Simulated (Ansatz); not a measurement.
Input and output for the cluster Al3Sb3⁺.

```yaml
crystal:
  periodic: [false, false, false]
  atoms:
    - {symbol: Al, position_ang: [0.877302, -1.400305, -0.478716]}
    - {symbol: Al, position_ang: [0.757296, 1.462797, -0.239022]}
    - {symbol: Al, position_ang: [-1.453198, -0.181739, 0.705805]}
    - {symbol: Sb, position_ang: [-1.476477, -2.370398, -0.587105]}
    - {symbol: Sb, position_ang: [-1.545911, 2.407153, 0.510348]}
    - {symbol: Sb, position_ang: [2.840999, 0.082502, 0.088689]}
basis:
  gaussian: {orbitals: def2-SVP, point_charges: [{charge: 2.00, position_ang: [7.648, -0.665, 0.348]}]}
total_charge: 1
magnetization: {spin_polarized: true, initial_magnetization: 1}
hamiltonian: {xc: {name: r2SCAN50}, dispersion: d3bj}
scf: {lower_state_search: off}
output: {forces: true}
```

```sh
$ ansatz run in.yaml --threads 4 --pin off --events-out ev --progress --plain --max-ram 4787MiB
```

Output, abridged:

```
Warning: the engine holds no damping parameters fitted to this dispersion correction and functional, so the run takes those fitted to r2scan50 beside the three-body term, which d3bj leaves out (hamiltonian.dispersion, under Limitations)
Functional definition: r2SCAN50
1476 factors; integrals over basis functions are off by at most 5.9e-4 eV
mean field evaluation 1: about -39386.0982 eV, gradient 1.8e1 eV
mean field evaluation 2: about -39374.6275 eV, gradient 3.6e1 eV
mean field evaluation 4: about -39389.6989 eV, gradient 1.6e0 eV
mean field evaluation 8: about -39389.9981 eV, gradient 4.5e-1 eV
mean field evaluation 16: about -39390.0364 eV, gradient 1.2e-1 eV
mean field evaluation 32: about -39390.0400 eV, gradient 2.2e-3 eV
mean field -39390.03998302 eV, -1447.5572698481 hartree, gradient 6.9e-6 eV, S^2 1.115670; 0 other end points of the search recorded, 0 dependent functions left out
reference -39390.03999100 eV, -1447.5572701413 hartree; 54, 53 occupied and 78, 79 virtual orbitals, 1476 factors
Total energy: -39390.22673339 eV, -1447.5641327973 hartree
Atom 0 at     0.877302    -1.400305    -0.478716 Å, force     0.077793    -0.077790     0.028301 eV/Å
Atom 1 at     0.757296     1.462797    -0.239022 Å, force     0.080935     0.098959     0.152780 eV/Å
Atom 2 at    -1.453198    -0.181739     0.705805 Å, force    -0.182144     0.077602    -0.007224 eV/Å
Atom 3 at    -1.476477    -2.370398    -0.587105 Å, force     0.161817     0.033741     0.019294 eV/Å
Atom 4 at    -1.545911     2.407153     0.510348 Å, force     0.158247    -0.089067    -0.051512 eV/Å
Atom 5 at     2.840999     0.082502     0.088689 Å, force    -0.347421    -0.068225    -0.139080 eV/Å
Dipole moment:    -1.995779     0.149777    -0.013296 e Å
Checks for a lower state left out: stability, starts, cluster_reference, orbital_swaps, neighbouring_geometries, increment
```

Run time 29 s (4 threads of Arm Neoverse N1 on a shared host).

In the def2 sets Sb takes a core potential; there is no spin–orbit coupling. The charge 1 doublet is spin-contaminated (final ⟨S²⟩ up to 1.12, 0.75 for a pure state).

The dipole of an ion depends on the origin.
